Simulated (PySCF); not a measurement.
Constitutional and geometric isomers with formula CH3B2N. Gas-phase values, no solvent. One relaxed conformer stands for each flexible species; it need not be the lowest. Strings in code marks are SMILES.

All values below come from PySCF with PBE-D3(BJ)/def2-TZVP // PBE0-D3(BJ)/def2-TZVP. All candidates: neutral, multiplicity 1. Excitations are Tamm–Dancoff values on a coarser integration grid. The basis has no diffuse functions, so Rydberg states are missing or too high.

The T1 excitation (TDA) comes out as 2.18 eV. The HOMO is -5.55 eV. The brightest of the four lowest singlets (TDA) is 5.30 eV.

Say which member has these values.
A) `B=BN=C`
B) `B=NB=C`
C) `BB=C=N`
D) `NC1=BB1`

D, `NC1=BB1`. The others give `B=NB=C`: 2.23 eV, -4.93 eV, 4.39 eV; `B=BN=C`: 0.33 eV, -4.58 eV, 3.29 eV; `BB=C=N`: 0.82 eV, -5.48 eV, 5.35 eV
